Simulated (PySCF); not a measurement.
Sn(H)(Cl)2(OMe) (CH₄Cl₂OSn), SMILES [Cl][SnH]([O]C)[Cl].

Coordinates come from a B3LYP-D3(BJ)/def2-SVP optimisation. The def2 effective core potentials stand for the cores of Sn; spin–orbit coupling is left out. One conformer was computed; it need not be the lowest.

The numbers are results of B3LYP-D3(BJ)/def2-SVP (PySCF), not measurements.

Frequencies are harmonic and unscaled.

```csv
mode,ν (cm⁻¹),IR (km/mol),moving atoms (share of kinetic energy)
1,46,1.2,"C 42 %, Cl 32 %, H 22 %"
2,99,7.9,"Cl 46 %, C 28 %, Sn 12 %, H 12 %"
3,114,4.5,"Cl 75 %, Sn 21 %"
4,122,1.6,H 89 %
5,184,18.3,"O 67 %, H 17 %, Cl 11 %"
6,257,12.0,"O 32 %, C 27 %, Sn 18 %, H 18 %"
7,364,24.3,"Cl 82 %, Sn 17 %"
8,379,65.9,"Cl 72 %, Sn 28 %"
9,540,31.1,H 87 %
10,554,76.0,H 98 %
11,569,87.9,"O 63 %, H 16 %, Sn 14 %"
12,1094,188.5,"O 52 %, C 44 %"
13,1171,0.4,"H 77 %, C 18 %"
14,1185,0.4,"H 75 %, C 19 %"
15,1465,13.6,"H 89 %, C 10 %"
16,1467,4.0,H 96 %
17,1480,14.0,H 95 %
18,1964,76.5,H 99 %
19,2987,66.2,H 97 %
20,3058,32.9,"H 90 %, C 10 %"
21,3095,22.8,"H 91 %, C 9 %"
```
